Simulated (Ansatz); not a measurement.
Geometry optimisation, UKS r2SCANh-D4/def2-SVP (Ansatz).

Input:

```yaml
crystal:
  periodic: [false, false, false]
  atoms:
    - { symbol: "N", position_ang: [0.2584, -2.6076, 1.0767] }
    - { symbol: C, position_ang: [0.2594, -1.4607, 0.708] }
    - { symbol: Si, position_ang: [0.3363, 0.331, 0.1331] }
    - { symbol: C, position_ang: [-0.9602, 0.7826, -1.0212] }
    - { symbol: "N", position_ang: [-1.8959, 1.0526, -1.7575] }
    - { symbol: H, position_ang: [0.3546, 1.2539, 1.3299] }
    - { symbol: H, position_ang: [-0.01746, 1.12999, -1.44389] }
magnetization:
  spin_polarized: true
basis:
  gaussian: { orbitals: def2-SVP }
hamiltonian:
  xc: r2scanh
  dispersion: d4
relax:
  f_tol: 0.02
  max_steps: 50
```

Run as:

```bash
$ ansatz run input.yaml --threads 2 --pin off --max-ram 3072MiB --backend cpu --events-out ev --progress --plain --runs-dir out
```

Q: Where does it end, and by what steps?

A: The forces met the threshold. After 12 steps the energy has fallen by 3.801 eV; H7 moved furthest, 1.44 Å. Parted: C4–H7 (1.09 → 2.72 Å).

```csv
step,energy less start (eV),largest force component (eV/Å),accepted
0,0.0000,4.222,yes
1,-0.3399,1.428,yes
2,-0.4122,0.399,yes
3,-0.4214,0.222,yes
4,-0.4403,0.590,yes
5,-0.5429,1.993,yes
6,-1.0898,2.872,yes
7,-1.8693,2.865,yes
8,-2.6495,2.609,yes
9,-3.3192,1.358,yes
10,-3.6577,0.496,yes
11,-3.7813,0.262,yes
12,-3.8008,0.015,yes
```

```xyz
7
Properties=species:S:1:pos:R:3
N 0.230 -2.414 0.840
C 0.199 -1.309 0.490
Si 0.187 0.458 -0.055
C -1.425 0.762 -0.907
N -2.424 0.978 -1.456
H 0.283 1.332 1.135
H 1.286 0.675 -1.022
```

Whether the end is a true minimum wasn't checked by a vibrational analysis.

The run took 43 s on 2 threads of AMD EPYC 9R14 (Zen 4), with other jobs on the host, peak memory 0.3 GiB.
